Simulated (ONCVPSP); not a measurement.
**Fe (Z = 26), ONCV: configuration errors across variants**

ONCVPSP 4.0.1 input, shortened (lines: element, Z, core and valence counts, functional; n l f; lmax; l rc ep ncon nbas qcut; lloc lpopt rc5 dvloc0; l nproj debl; icmod fcfact rcfact), PBE, scalar-relativistic:

```
  Fe 26.00    3    4        4      upf
    1    0    2.00
    2    0    2.00
    2    1    6.00
    3    0    2.00
    3    1    6.00
    3    2    6.00
    4    0    2.00
    2
    0    1.60    0.00    3    7    8.40
    1    1.30    0.00    4    9   12.30
    2    0.95    0.00    5    9   19.80
    4    3    0.70    0.00
    0    2    0.70
    1    2    3.00
    2    1    2.10
    3    3.25    1.40
```

All-electron excitation energies from the reference (eV): (1) 3s2 3p6 3d6 4s1 8.729; (2) 3s2 3p6 3d6 4s0 24.932; (3) 3s2 3p6 3d5 4s0 59.155; (4) 3s2 3p6 3d6 4s1.5 3.484.

Errors AE − PS in meV (a dash: test not solved or not reliable):

```tsv
change	(1)	(2)	(3)	(4)	bound ghosts	GHOST(+) flags above zero
base	-0.4	-0.4	-6.9	-0.2	none	none
core correction Teter function, fcfact 3.25, rcfact 0.94	-0.4	-0.4	-6.7	-0.2	none	none
core correction Teter function, fcfact 3.25, rcfact 1.24	-0.4	-0.4	-6.8	-0.2	none	none
core correction Teter function, fcfact 3.25, rcfact 1.38	-0.4	-0.4	-6.9	-0.2	none	none
core correction Teter function, fcfact 3.25, rcfact 1.5	-0.4	-0.4	-6.9	-0.2	none	none
core correction Teter function, fcfact 3.25, rcfact 1.68	-0.4	-0.5	-6.9	-0.2	none	none
core correction Teter function, fcfact 3.25, rcfact 1.76	-0.4	-0.5	-7.0	-0.2	none	none
core correction Teter function, fcfact 3.25, rcfact 1.92	-0.5	-0.7	-7.3	-0.2	none	none
core correction Teter function, fcfact 3.25, rcfact 2	-0.5	-0.8	-7.8	-0.3	none	none
```

(1) Give the same row for: core correction Teter function, fcfact 3.25, rcfact 1.12.

Answers

(1) -0.4, -0.4, -6.8, -0.2; bound ghosts: none; GHOST(+) flags above zero: none.
